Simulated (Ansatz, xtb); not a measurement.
# Relative energy of two structures of BH8NSbSi+

Structure I: a singlet given by its coordinates. Structure II: a singlet given by its coordinates. Both are isolated ions in the gas phase, relaxed with B3LYP-D3(BJ)/def2-SVP.

I (Å):

```xyz
12

B    -1.8147    0.1239    1.6523
N    -0.3242    0.6149    1.4497
Sb   -1.4779   -1.6508   -0.6617
Si    0.6128   -0.8207    0.6898
H    -1.8788   -0.8018    2.4177
H    -2.6510    0.9896    1.6513
H    -0.2843    1.4583    0.8646
H     0.0508    0.8970    2.3659
H     0.9820   -1.6745    1.8394
H     1.7630   -0.2728   -0.0652
H    -2.2842   -0.3867    0.4063
H    -1.1944   -0.3312   -1.7374
```

Close contacts (Å): B1–N2 1.58, N2–Si4 1.88, Sb3–Si4 2.62, B1–H5 1.20, B1–H6 1.20, B1–H11 1.43, N2–H7 1.03, N2–H8 1.03, Sb3–H11 1.84, Sb3–H12 1.73, Si4–H9 1.48, Si4–H10 1.48.

II (Å):

```yaml
atoms:
  - { symbol: B, position_ang: [-0.1059, 0.1974, 0.6387] }
  - { symbol: N, position_ang: [-1.2130, 1.3178, 0.8712] }
  - { symbol: Sb, position_ang: [-0.8389, -2.1515, -0.4091] }
  - { symbol: Si, position_ang: [-0.0449, -1.3484, 1.9323] }
  - { symbol: H, position_ang: [-1.3118, 1.9509, 0.0672] }
  - { symbol: H, position_ang: [-2.1468, 0.9485, 1.0859] }
  - { symbol: H, position_ang: [-0.9379, 1.9025, 1.6710] }
  - { symbol: H, position_ang: [0.9631, 0.6661, 0.3409] }
  - { symbol: H, position_ang: [-1.1269, -1.4848, 2.9388] }
  - { symbol: H, position_ang: [1.2695, -1.8981, 2.3271] }
  - { symbol: H, position_ang: [-2.4267, -1.6628, 0.0653] }
  - { symbol: H, position_ang: [-0.4107, -0.2566, -0.6032] }
```

Close contacts (Å): B1–N2 1.59, B1–Sb3 2.67, B1–Si4 2.02, Sb3–Si4 2.60, B1–H8 1.20, B1–H12 1.36, N2–H5 1.03, N2–H6 1.03, N2–H7 1.03, Sb3–H11 1.73, Sb3–H12 1.95, Si4–H9 1.48, Si4–H10 1.48.

Energies in hartree; the thermal terms are from B3LYP-D3(BJ)/def2-SVP harmonic frequencies (ideal gas, rigid rotor, one conformer each, 298.15 K, 1 atm) and include the zero-point energy:

```
                              I           II
E, CCSD(T)/def2-SVP  −612.171293  −612.165672
    E, MP2/def2-SVP  −612.091482  −612.085723
  E, MP2/def2-TZVPP  −612.616500  −612.606611
  zero-point energy     0.083614     0.086053
       H(298 K) − E     0.091412     0.094137
       G(298 K) − E     0.051790     0.054040
```

Problem. Correct the CCSD(T) difference for the basis set by the MP2 change, then work out ΔE, ΔE₀, ΔH and ΔG for I → II in kcal/mol (1 Eh = 627.51 kcal/mol) and the equilibrium ratio [II]/[I].

Solution. 1. Differences II − I: CCSD(T) +0.005621, MP2 in the small set +0.005759, MP2 in the large set +0.009889 Eh.
2. ΔE = +0.005621 + (+0.009889 − (+0.005759)) = +0.009751 Eh = +6.12 kcal/mol.
3. ΔE₀ = ΔE + ΔZPE = +0.009751 + (+0.002439) Eh = +7.65 kcal/mol.
4. ΔH = ΔE + (+0.002725) Eh = +7.83 kcal/mol.
5. ΔG = ΔE + (+0.002250) Eh = +7.53 kcal/mol, so ΔS = (ΔH − ΔG)/T = +4.2 J/(mol K).
6. kT = 0.9442 mEh, so K = [II]/[I] = exp(−ΔG/kT) = exp(−12.71) ≈ 3.0 × 10^−6.

Structure I is favoured at this temperature. An error of 1 kcal/mol in ΔG would change K by a factor of 5.4. Mirror images and further conformers aren't counted.

Other levels gave ΔE = +5.8 (B3LYP-D3(BJ)/def2-SVP); +8.9 (HF/def2-SVP); +3.6 (MP2/def2-SVP); +3.5 (CCSD(T)/def2-SVP) kcal/mol. The correlated steps freeze 11 core orbitals; the filled d shell of Sb is correlated, in a basis made for valence electrons. Atoms past krypton carry core potentials in the def2 sets, without spin–orbit terms. Programs: Ansatz 0.2.0.
